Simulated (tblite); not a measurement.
Start geometry of `C=CC1=CC[CH]C1=O` [radical] from a force field or distance geometry (Å):
```
atom  x, y, z in Å
C1     2.6267   -0.6899    0.3780
C2     1.6510   -0.4298   -0.5262
C3     0.3024   -0.0807   -0.2190
C4    -0.6638    0.1816   -1.1405
C5    -1.9904    0.5199   -0.5345
C6    -1.7506    0.4564    0.9115
C7    -0.3372    0.0909    1.1132
O8     0.1775   -0.0415    2.2168
H9     2.4520   -0.6459    1.4517
H10    3.6158   -0.9508    0.0586
H11    1.9126   -0.5038   -1.5731
H12   -0.5126    0.1309   -2.2006
H13   -2.7578   -0.1990   -0.8350
H14   -2.2959    1.5248   -0.8470
H15   -2.4342    0.6451    1.7241
```

Question: What comes out of this run: GFN2-xTB geometry optimisation, gas phase in tblite 0.8.0?

Answer: 
```
atom  x, y, z in Å
C1     2.5827   -0.6787    0.3985
C2     1.6621   -0.4367   -0.5280
C3     0.2892   -0.0757   -0.2448
C4    -0.6629    0.1730   -1.1622
C5    -1.9777    0.5193   -0.5316
C6    -1.6737    0.4422    0.9074
C7    -0.3030    0.0824    1.1170
O8     0.2515   -0.0618    2.2046
H9     2.3488   -0.6173    1.4467
H10    3.5924   -0.9442    0.1344
H11    1.9071   -0.5010   -1.5824
H12   -0.5373    0.1383   -2.2306
H13   -2.7741   -0.1764   -0.8221
H14   -2.3294    1.5158   -0.8248
H15   -2.3801    0.6289    1.6961
```

The energy falls by 0.124 eV over 27 L-BFGS steps, the largest force on an atom goes from 2.00 to 0.007 eV/Å, and the atoms move by 0.054 Å rms after alignment. The bond that changes most is C6–C7 (ends: carbon bonded to 2 C and H; carbon bonded to 2 C and O), which shortens by 0.041 Å. Bonds longer at the end by more than 0.005 Å: 4 of 15; shorter: 4. Among the angles that change most is C5–C6–H15, from 129.2° to 124.9°. Rotational constants go from 3798, 1877, 1266 to 3806, 1923, 1288 MHz. The orientation of the end geometry is arbitrary; only internal coordinates are fixed.

The run took 0.43 s wall on one thread of an AMD EPYC, shared host with 64 logical CPUs at a one-minute load of 61.

Its GFN2-xTB frequencies are all real (lowest 77 cm⁻¹).

One conformer stands for the species.

The numbers are calculated, not measured.
